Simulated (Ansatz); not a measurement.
A trace of molecular dynamics of C3H3Li (7 atoms, charge 0, multiplicity 1).

Level of theory: RKS LDA/def2-SVP (Ansatz).

```
ensemble        : NVT, Nosé–Hoover chain
set temperature : 500 K
thermostat      : time constant 300 fs, chain length 5
seed            : 505402
```

```
time (fs)  T (K)  potential energy less start (eV)  conserved less start (meV/atom)
      0.0    500                             0.000                             0.00
      3.0    254                             0.160                             0.08
      6.0    235                             0.172                             0.03
      9.0    124                             0.243                             0.07
     12.0    322                             0.115                             0.02
     15.0    358                             0.092                             0.03
     18.0    288                             0.137                             0.05
     21.0    231                             0.174                             0.05
     24.0    177                             0.210                             0.05
     27.0    230                             0.176                             0.02
     30.0    197                             0.197                             0.07
     33.0    379                             0.079                             0.02
     36.0    284                             0.141                             0.08
     39.0    291                             0.137                             0.02
     42.0     58                             0.288                             0.08
     45.0    270                             0.150                             0.01
     48.0    279                             0.145                             0.06
     51.0    356                             0.096                             0.03
     54.0    190                             0.204                             0.06
     57.0    158                             0.224                             0.03
     60.0    191                             0.203                             0.03
     63.0    204                             0.195                             0.06
     66.0    298                             0.134                             0.04
     69.0    227                             0.181                             0.06
     72.0    259                             0.160                             0.02
     75.0    132                             0.243                             0.07
```

**Question.** Can this run be trusted? Judge the integration.

**Answer.** The conserved energy stayed within 0.092 meV per atom of its start (net change 0.07 meV per atom), so the integration is sound. The mean temperature of the second half is 55 % below the set value. A run of 0.075 ps of so small a system gives no equilibrium averages. The time step was 0.25 fs.

The run took 4.3 min on 1 CPU thread of a shared host.
